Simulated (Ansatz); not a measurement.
`OB(O)[O][Zn][F]` and `C=CCOB(O)O` differ in one atom or group.

Ansatz, PBE0-D4/def2-TZVP geometries, multiplicity 1. Each molecule was computed in one conformer, which needn't be the lowest.

Scalar relativity is left out up to krypton.

```csv
property,`OB(O)[O][Zn][F]`
size of the dipole moment (B3LYP/def2-TZVPP) / D,3.68
HOMO–LUMO gap (ωB97M-V/def2-TZVPP) / eV,11.89
HOMO energy (PBE/def2-TZVPP) / eV,-7.38
LUMO energy (ωB97M-V/def2-TZVPP) / eV,0.45
HOMO–LUMO gap (B3LYP/def2-TZVPP) / eV,7.15
HOMO–LUMO gap (PBE/def2-TZVPP) / eV,5.20
```

Question: What does the change do to each property? (Best estimate.)

Answer: Computed: 
```tsv
property	`C=CCOB(O)O`	shift
size of the dipole moment (B3LYP/def2-TZVPP) / D	0.18	-3.50
HOMO–LUMO gap (ωB97M-V/def2-TZVPP) / eV	11.92	0.03
HOMO energy (PBE/def2-TZVPP) / eV	-6.46	0.92
LUMO energy (ωB97M-V/def2-TZVPP) / eV	1.97	1.52
HOMO–LUMO gap (B3LYP/def2-TZVPP) / eV	7.27	0.12
HOMO–LUMO gap (PBE/def2-TZVPP) / eV	5.50	0.30
```

Dipoles are sizes alone; their direction can turn.

B3LYP here is the variant with VWN-RPA as its local correlation; programs differ in this.
